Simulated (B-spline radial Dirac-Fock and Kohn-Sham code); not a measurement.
These are calculated numbers from a radial atomic solver; the model is independent-particle photoionisation in a Dirac-Hartree-Slater potential with a Latter tail, all multipoles, thresholds from Dirac-Fock ΔSCF. Kinetic energies are from the vacuum level. Open shells are spread statistically over j, without multiplet splitting. Without correlation, outer binding energies are uncertain by a few eV, most for open f shells.

**Question.** A free atom or ion in its tabulated ground configuration is ionised with Cu Kα (8047.8 eV) photons and gives these photoelectron lines. Identify it and assign the lines.

```
kinetic energy (eV)  relative cross section
             1596.7                   100.0
             6919.7                     7.3
             7029.5                     1.5
             7038.3                     2.8
```

**Answer.** Cr¹⁴⁺, [He] 2s2 2p6. Binding energies are hν less the kinetic energy: 1s 6451.1 eV, 2s 1128.1 eV, 2p1/2 1018.3 eV, 2p3/2 1009.5 eV.

**Question.** A free atom or ion in its tabulated ground configuration is ionised with 1110 eV photons and gives these photoelectron lines. Identify it and assign the lines.

| kinetic energy (eV) | relative cross section |
| --- | --- |
| 369.4 | 16.3 |
| 479.1 | 16.7 |
| 557.7 | 48.8 |
| 737.9 | 67.3 |
| 752.5 | 100.0 |
| 942.7 | 4.0 |
| 980.1 | 3.6 |
| 982.2 | 76.3 |
| 984.9 | 97.6 |
| 993.2 | 9.1 |
| 1040.7 | 2.3 |
| 1042.1 | 3.4 |

**Answer.** Os⁵⁺, [Xe] 4f14 5d3. Binding energies are hν less the kinetic energy: 4s 740.6 eV, 4p1/2 630.9 eV, 4p3/2 552.3 eV, 4d3/2 372.1 eV, 4d5/2 357.5 eV, 5s 167.3 eV, 5p1/2 129.9 eV, 4f5/2 127.8 eV, 4f7/2 125.1 eV, 5p3/2 116.8 eV, 5d3/2 69.33 eV, 5d5/2 67.93 eV.
